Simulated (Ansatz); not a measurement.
The same hydrogen abstraction along the group B, Al, Ga.

Computed with Ansatz on PBE0-D4/def2-TZVP structures; ΔE is electronic, products minus reactants. CBS: MP2 limit from def2 TZ/QZ plus the TZ coupled-cluster correction, frozen cores. Small cases extrapolate CCSD(T) itself. Functionals use def2-TZVPP. No spin–orbit coupling; open shells (•) take unrestricted orbitals. For Ga outer-core shells are correlated without core-valence functions, which leaves a few kJ/mol of doubt a bond. Scalar relativity is left out up to krypton.

```tsv
reaction	CCSD(T)/CBS(def2) (kJ/mol)
`FBF` + `[SiH3]`• → `F[B]F`• + SiH₄	73
`[F][AlH][F]` + `[SiH3]`• → `[F][Al][F]`• + SiH₄	?
`[F][GaH][F]` + `[SiH3]`• → `[F][Ga][F]`• + SiH₄	-42
```

(1) Fill in the missing values. (Estimate.)

Largest T1 diagnostic: 0.017, for `[F][Ga][F]`•.

Extrapolated directly: `FBF` + `[SiH3]`• → `F[B]F`• + SiH₄; `[F][AlH][F]` + `[SiH3]`• → `[F][Al][F]`• + SiH₄.

Results:

(1) Computed: `[F][AlH][F]` + `[SiH3]`• → `[F][Al][F]`• + SiH₄: -29.4 kJ/mol.
